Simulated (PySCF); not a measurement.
BaF2, SMILES [F][Ba][F].

Geometry: B3LYP-D3(BJ)/def2-TZVP. The isomer is the one that the SMILES or the coordinates give; other isomers of the formula were not compared. The def2 effective core potentials stand for the cores of Ba; spin–orbit coupling is left out.

Two levels are set side by side: PBE/def2-TZVPD (PySCF) and ωB97X/def2-TZVPD (PySCF). Same geometry, gas phase. Differences are taken from unrounded values.

| quantity | ωB97X |
|---|---|
| orbital gap (eV) | 10.73 |
| highest occupied level (eV) | -10.67 |
| lowest empty level (eV) | 0.05 |
| dipole moment (D) | 7.00 |
| mean polarisability (bohr³) | 31.0 |

### Question
What does PBE give, and how far is it from ωB97X? (The exact figures need the calculation; the answer reports its results.)

### Answer

```
quantity                       PBE  PBE minus ωB97X
---------------------------  -----  ---------------
orbital gap (eV)              4.55            -6.18
highest occupied level (eV)  -6.46             4.21
lowest empty level (eV)      -1.92            -1.97
dipole moment (D)             6.54            -0.46
mean polarisability (bohr³)   35.5              4.6
```

Without exact exchange PBE keeps part of each electron's self-repulsion, which lifts occupied levels and narrows the gap. Loosely held outer electrons make PBE densities more polarisable. Differences between two approximate levels are no errors against the true value.

Rough cost on one machine, each run with all the roots and properties that it gave: ωB97X against PBE within a factor of 2.
